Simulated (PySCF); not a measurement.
Cl$_{2}$Ge, charge +1, doublet, geometry from GFN2-xTB (a state made from the parent by changing its charge; the spin is typed, not shown lowest). Base run: TPSS/6-31G run with PySCF.

Input for PySCF:
```python
from pyscf import gto, scf, dft

mol = gto.M(
    atom='''
Ge   -0.00024667   -0.00711576    0.53700100
Cl    1.14203502    1.43906514   -0.48590803
Cl   -1.14157070   -1.42567077   -0.52491738
''',
    basis='6-31g',
    charge=1,
    spin=1,
    verbose=4,
    symmetry=True,
)

mf = dft.UKS(mol)
mf.xc = 'tpss'
mf.kernel()
mf.analyze()
```

The base run was repeated with changes; each row names its change, and settings that it needs were set with it.

```tsv
change	ΔE vs base (eV)	point group used	SCF cycles
base	0.00	C2v	9
symmetry_subgroup = Cs	0.00	Cs	10
irrep_nelec = A1:(15, 14) A2:(2, 3) B1:(6, 5) B2:(10, 10)	4.41	C2v	9
irrep_nelec = A1:(16, 14) A2:(3, 3) B1:(5, 5) B2:(9, 10)	6.56	C2v	9
irrep_nelec = A1:(16, 14) A2:(3, 3) B1:(4, 5) B2:(10, 10)	7.42	C2v	9
symmetry = off	0.00	C1	10
symmetry_subgroup = C2	0.00	C2	9
irrep_nelec = A1:(15, 14) A2:(3, 3) B1:(6, 5) B2:(9, 10)	4.38	C2v	9
```

Open shells are given as the SCF converged; they aren't shown to be the lowest states, and a large step between rows can be another state.
